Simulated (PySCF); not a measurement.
Compound: Si(vinyl)3(NHEt), C8H15NSi.
Cartesian coordinates in Å at the PBE0-D3(BJ)/def2-SVP level; atoms count from 1:
```
atom  x, y, z in Å
Si1    0.0632    0.5956   -0.1072
C2    -0.0693    0.6374    1.7659
C3    -0.8033    1.5201    2.4547
H4     0.4534   -0.1423    2.3393
H5    -1.3618    2.3211    1.9565
H6    -0.8907    1.4861    3.5471
C7     1.8731    0.4660   -0.5712
C8     2.8849    0.5760    0.2977
H9     2.1153    0.3231   -1.6336
H10    2.7114    0.7315    1.3689
H11    3.9343    0.5250   -0.0151
C12   -0.7130    2.1496   -0.8071
C13   -1.4681    2.1530   -1.9118
H14   -0.5192    3.1099   -0.3107
H15   -1.6778    1.2234   -2.4536
H16   -1.8998    3.0709   -2.3270
N17   -0.7464   -0.7502   -0.8558
C18   -0.2142   -2.0928   -0.9482
C19   -0.5149   -2.9807    0.2516
H20   -1.7618   -0.7302   -0.8195
H21   -0.5928   -2.5792   -1.8664
H22    0.8782   -2.0191   -1.0806
H23   -0.0778   -2.5627    1.1721
H24   -0.1114   -3.9962    0.1110
H25   -1.6014   -3.0715    0.4136
```

The closed-shell ground state was solved at several levels (PySCF, density fitting, gas phase, non-relativistic).

```tsv
level	basis functions	HOMO (eV)	LUMO (eV)	gap (eV)	dipole (D)
B3LYP/def2-SVPD	324	-6.33	-0.87	5.46	0.54
PBE0/pcSseg-1	252	-6.54	-0.62	5.92	0.63
```

**Question.** Estimate the row for B3LYP/pcSseg-1, a basis of 252 functions; the other rows only guide the guess.

**Answer.** HOMO -6.30 eV, LUMO -0.80 eV, gap 5.50 eV, dipole 0.63 D.

**Question.** Over all these levels, which gives the widest orbital gap and which the narrowest?

**Answer.** PBE0/pcSseg-1 (global hybrid, 25 % exact exchange) has the widest, 5.92 eV, and B3LYP/def2-SVPD (global hybrid, 20 % exact exchange) the narrowest, 5.46 eV. Functional and basis both differ between the two, so the spread mixes both effects.

**Question.** How far do the dipole and the HOMO energy spread over the levels?

**Answer.** The dipole runs from 0.54 to 0.63 D (mean 0.60 D) and the HOMO from -6.54 to -6.30 eV.

One conformer stands for the species.
